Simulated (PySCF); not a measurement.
Positional isomers: benzothiophene cyano+boryl. Gas-phase values, no solvent. One relaxed conformer stands for each flexible species; it need not be the lowest. Strings in code marks are SMILES.

Level of theory: PySCF 2.14.0 with PBE-D3(BJ)/def2-TZVP // r2SCAN-D4/def2-SVP. All candidates: neutral, multiplicity 1. Delta-SCF ions had no search for a lower state. Excitations are Tamm–Dancoff values on a coarser integration grid. The basis has no diffuse functions, so Rydberg states are missing or too high.

T1 excitation (TDA): 2.30 eV
S1 excitation (TDA): 2.90 eV
vertical ionisation energy (Delta-SCF): 8.47 eV

### Question
Which member has these values?
(A) `Bc1cc2c(C#N)cccc2s1`
(B) `Bc1cc2cccc(C#N)c2s1`
(C) `Bc1c(C#N)ccc2ccsc12`
(D) `Bc1cc(C#N)cc2sccc12`

### Answer
C, `Bc1c(C#N)ccc2ccsc12`. The others give `Bc1cc2c(C#N)cccc2s1`: 2.28 eV, 3.16 eV, 8.50 eV; `Bc1cc2cccc(C#N)c2s1`: 2.34 eV, 3.15 eV, 8.51 eV; `Bc1cc(C#N)cc2sccc12`: 2.48 eV, 3.15 eV, 8.53 eV
